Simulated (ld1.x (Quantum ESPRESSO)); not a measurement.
**u(r) = r·R(r): atom against pseudo-atom (caesium)**

Columns: radius, all-electron u(r) and pseudo u(r) of the 5s shell (level -27.23 eV) of caesium in the configuration [Kr] 4d10 5s2 5p6 5d0 6s0.75 6p0.25; LDA (PZ), scalar-relativistic, PAW scheme, ld1.x (Quantum ESPRESSO) 7.5.

```tsv
r (bohr)	all-electron	pseudo
0.217	0.3153	0.2444
0.435	-0.3261	0.4711
0.652	-0.3823	0.6616
0.870	0.1122	0.8050
1.088	0.5683	0.8931
1.305	0.8185	0.9248
1.522	0.8923	0.9051
1.740	0.8548	0.8430
1.957	0.7610	0.7514
2.175	0.6464	0.6435
2.392	0.5325	0.5330
2.610	0.4287	0.4294
2.827	0.3399	0.3400
3.045	0.2660	0.2660
3.262	0.2064	0.2064
3.480	0.1588	0.1588
3.697	0.1216	0.1216
3.915	0.0926	0.0926
4.132	0.0703	0.0703
4.350	0.0532	0.0532
4.567	0.0402	0.0402
4.785	0.0302	0.0302
5.002	0.0228	0.0228
5.220	0.0171	0.0171
5.437	0.0128	0.0128
5.655	0.0096	0.0096
```

(1) How many radial nodes do the two functions have?

(2) At about which radius was the pseudo-wave matched?

(3) Where does each function peak?

(4) Is the pseudo-wave norm-conserving?

Answers

(1) The all-electron 5s function has n − l − 1 = 4 (the table is too coarse to show those close to the nucleus); the pseudo-wave has 0, since the states of the same l below it are removed with the core.

(2) 2.95 bohr, where the columns begin to agree (steps of 0.22 bohr).

(3) Outermost all-electron maximum near 1.52 bohr, pseudo maximum near 1.30 bohr (to the table’s step).

(4) No, it belongs to a PAW set: the norm inside the radius is not constrained, and the difference is carried by the augmentation charge.
